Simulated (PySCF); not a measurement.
AlBH2N (calculated)

Calculation on a computer-drawn molecule: the log of a Hartree-Fock and frozen-core CCSD(T) single point meant for a local Hartree-Fock minimum, with one planted fault or none, to be diagnosed. Offsets are logged minus clean, where the clean run is the same molecule without the fault. The reference is restricted for singlets and unrestricted otherwise, and also for a bond in bohr or an excited solution. Adding or removing an electron swaps singlet and doublet. The excited solution moves the top pair (singlet) or top alpha electron (doublet) to the lowest empty orbital. Highest occupied and lowest empty are orbital energies over both spins, largest force is the largest gradient component, triples share is (T) over the correlation energy, the T1 limit is 0.02 restricted and 0.045 unrestricted, electrons count all cores, a negative frequency is imaginary (commonest isotopes), and the dipole is about the centre of nuclear charge. Program: PySCF 2.14.0.

Common to all runs: meant charge 1; meant multiplicity 1; meant basis cc-pV(D+d)Z; logged electrons 26; logged SCF converged yes; logged CC converged yes; logged SCF stable within its kind yes; possible faults no fault, one electron removed, one electron added, multiplicity raised by two, geometry at a saddle point, SCF held on an excited solution, minimal basis STO-3G, one bond length entered in bohr, all coordinates scaled.

```json
{"entry": 1, "formula": "AlBH2N", "logged_structure": {"atoms_angstrom": [["B", 0.3987, -1.8317, -1.6182], ["N", 1.6626, -0.6703, -3.2935], ["Al", 2.548, 0.1432, -4.4671], ["H", -0.2176, -2.3978, -0.8014], ["H", 3.3574, 0.887, -5.54]]}, "given": {"logged_basis_functions": 61, "logged_spin_squared": 1.0205, "logged_highest_occupied [eV]": -14.105, "logged_lowest_empty [eV]": -4.7139, "logged_largest_force [hartree/bohr]": 0.026734, "logged_T1_diagnostic": 0.030528, "logged_D1_diagnostic": 0.089727, "logged_triples_share": 0.038548, "logged_dipole_magnitude [debye]": 3.696, "logged_energy_HF [hartree]": -321.70788, "logged_energy_CCSD(T) [hartree]": -321.9898, "drawn_bonds_atom": [1, 2, 1, 3], "drawn_bonds_other_atom": [2, 3, 4, 5], "drawn_bonds_order": [1, 2, 1, 1]}, "results": {"planted_fault": "one bond length entered in bohr, row 1 of the drawn bonds", "HF_energy_offset_from_clean_run [kcal/mol]": 188.8, "CCSD(T)_energy_offset_from_clean_run [kcal/mol]": 201.6}}
{"entry": 2, "formula": "AlBH2N", "logged_structure": {"atoms_angstrom": [["B", 0.3987, -1.8317, -1.6182], ["N", 1.0675, -1.2171, -2.5047], ["Al", 1.9529, -0.4036, -3.6783], ["H", -0.2176, -2.3978, -0.8014], ["H", 2.7624, 0.3402, -4.7512]]}, "given": {"logged_basis_functions": 21, "logged_spin_squared": 0.0, "logged_highest_occupied [eV]": -15.278, "logged_lowest_empty [eV]": 0.83294, "logged_largest_force [hartree/bohr]": 0.042177, "logged_T1_diagnostic": 0.021532, "logged_D1_diagnostic": 0.050531, "logged_triples_share": 0.045731, "logged_dipole_magnitude [debye]": 3.0966, "logged_energy_HF [hartree]": -318.17049, "logged_energy_CCSD(T) [hartree]": -318.33423, "drawn_bonds_atom": [1, 2, 1, 3], "drawn_bonds_other_atom": [2, 3, 4, 5], "drawn_bonds_order": [1, 2, 1, 1]}, "results": {}, "notes": ["T1 above single-reference limit"]}
```

Questions
1. Which fault was planted in the run of AlBH2N (entry 2)?

Answers
1. minimal basis STO-3G

Further results for AlBH2N (entry 2):

- HF energy offset from clean run: 2409 kcal/mol
- CCSD(T) energy offset from clean run: 2495 kcal/mol
